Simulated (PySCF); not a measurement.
## `C#CC1=C(C(=O)O)C(=C)O1`, C₇H₄O₃

Cartesian coordinates in Å; atom numbers follow the order of the lines, from 1:
```xyz
14

C     3.2115   -1.1579   -0.0642
C     2.0238   -0.9743   -0.1338
C     0.6524   -0.7668   -0.2157
C    -0.2537    0.2305    0.0555
C    -0.2434    1.5802    0.5653
O    -1.2202    2.2750    0.7151
O     1.0009    2.0023    0.8690
C    -1.2778   -0.7063   -0.4167
C    -2.5798   -0.7858   -0.5975
O    -0.2833   -1.6825   -0.6694
H     4.2488   -1.3033    0.0024
H     0.9596    2.9098    1.2079
H    -3.2015    0.0555   -0.3522
H    -3.0380   -1.6768   -0.9878
```

Level of theory: PySCF, GIAO revPBE/cc-pVDZ magnetisability, rotational g tensor and spin-rotation constants, non-relativistic, gas phase. Geometry: GFN2-xTB.

(1) What are the magnetisability and the molar susceptibility?

(2) Split it along the inertial axes a, b, c into diamagnetic and paramagnetic parts about the centre of mass, with the quadrupole moment.

(3) And the rotational g tensor?

Answers

(1) Isotropic -1106 × 10⁻³⁰ J/T², or -66.6 × 10⁻⁶ cm³/mol; principal values -1295, -1023, -999 × 10⁻³⁰ J/T², anisotropy 285 × 10⁻³⁰ J/T² (root of half the summed squared differences of the principal values). The susceptibility is in cgs units.

(2) 
| axis | χ (10⁻⁶ cm³/mol) | diamagnetic (10⁻⁶ cm³/mol) | paramagnetic (10⁻⁶ cm³/mol) | summed x² of all electrons (Å²) | quadrupole Θ (D Å) |
| --- | --- | --- | --- | --- | --- |
| a | -61.3 | -777.3 | 715.9 | 216.8 | +2.24 |
| b | -60.4 | -969.4 | 909.0 | 171.5 | +5.48 |
| c | -78.0 | -1647.1 | 1569.1 | 11.7 | -7.72 |

Anisotropies 2χaa − χbb − χcc = +15.8 and 2χbb − χaa − χcc = +18.4 × 10⁻⁶ cm³/mol. Θ is traceless in Buckingham's convention.

(3) 
```tsv
axis	rotational constant (GHz)	g	nuclear part	electronic part
a	1.6917	-0.0243	0.5447	-0.5690
b	1.3183	-0.0206	0.5423	-0.5630
c	0.7409	-0.0028	0.5434	-0.5462
```
Asymmetric top; isotopes 12C, 1H, 16O; no vibrational averaging.
